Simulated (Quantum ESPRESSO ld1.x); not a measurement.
Species: the hafnium ion Hf8+. Configuration: [Kr] 4d10 4f13 5s2 5p3 (the NIST ground configuration).

Calculated with ld1.x of Quantum ESPRESSO 7.5: scalar-relativistic Kohn-Sham, LDA (Slater exchange, VWN5 correlation), spin-unpolarised, spherical densities, point nucleus.

Energy parts (hartree):
total: -15050.530
kinetic: 16490.611
electron-nucleus: -36841.328
Hartree: 5594.295
exchange-correlation: -294.109

Orbitals (lengths in bohr, moments of r in powers of bohr; r(max) is where P^2 peaks):
orbital,occ.,eigenvalue (hartree),<r^2>,<1/r>,r(max),<r>
1s,2,-2402.02,0.0004955,83.77,0.012,0.01900
2s,2,-414.765,0.007648,19.56,0.068,0.08042
2p,6,-364.908,0.006287,17.85,0.056,0.07174
3s,2,-98.1194,0.04985,7.234,0.192,0.2088
3p,6,-83.2266,0.05046,6.709,0.190,0.2086
3d,10,-65.5719,0.04188,6.349,0.154,0.1890
4s,2,-23.4698,0.2472,3.072,0.437,0.4679
4p,6,-18.5734,0.2808,2.799,0.458,0.4968
4d,10,-12.2419,0.3283,2.488,0.469,0.5323
5s,2,-6.73663,1.264,1.257,0.987,1.065
5p,3,-5.41108,1.587,1.105,1.10,1.191
4f,13,-5.20747,0.4807,2.006,0.451,0.6247

The highest occupied level is 4f at -141.70 eV. For comparison, the ionisation energy in NIST's Atomic Spectra Database is 157 eV (theoretical). In exact Kohn-Sham theory the highest level is minus the ionisation energy, but local and semilocal functionals leave it too shallow, through self-interaction and a potential that decays too fast; potentials with the right tail come closer. Summed over all electrons, <r^2> = 19.88 bohr^2, which gives a Langevin (diamagnetic) susceptibility term of -15.7 x 10^-6 cm^3/mol. The density falls to 0.001 e/bohr^3 at r = 2.46 bohr.

Beside tabulated values, note that spin-unpolarised runs miss the spin-polarisation part of the exchange energy of open shells.
